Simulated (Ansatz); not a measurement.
Au₂Se⁺. Total charge 1; doublet. Geometry r2SCAN-D4/def2-TZVP; atoms count from 1.

```xyz
3

Au   -1.5581   -0.6993    0.5512
Au    0.9450    1.4972   -0.2929
Se    0.6131   -0.7980   -0.2583
```

In the def2 sets Au takes a core potential; there is no spin–orbit coupling. No other spin state of charge 1 was run. The structure comes from a short search, and lower isomers may exist.

**Question.** Estimate the Mulliken populations from the PBE0/def2-TZVP orbitals of Ansatz.

**Answer.** 
```
atom  charge (e)  spin (α − β)  d electrons
 Au1        0.56          0.05         9.67
 Au2        0.56          0.05         9.67
 Se3       -0.11          0.90            –
```
Mulliken values and Mayer orders depend strongly on the basis.

**Question.** Where does the spin sit?

**Answer.** Summed by element: Au 0.10, Se 0.90, of 1 unpaired in all. Largest on single atoms: Se3 0.90, Au1 0.05, Au2 0.05.

**Question.** And the Mayer bond orders between bonded heavy atoms (over 0.3)?

**Answer.** Au1–Se3 1.15 (2.32 Å); Au2–Se3 1.15 (2.32 Å).
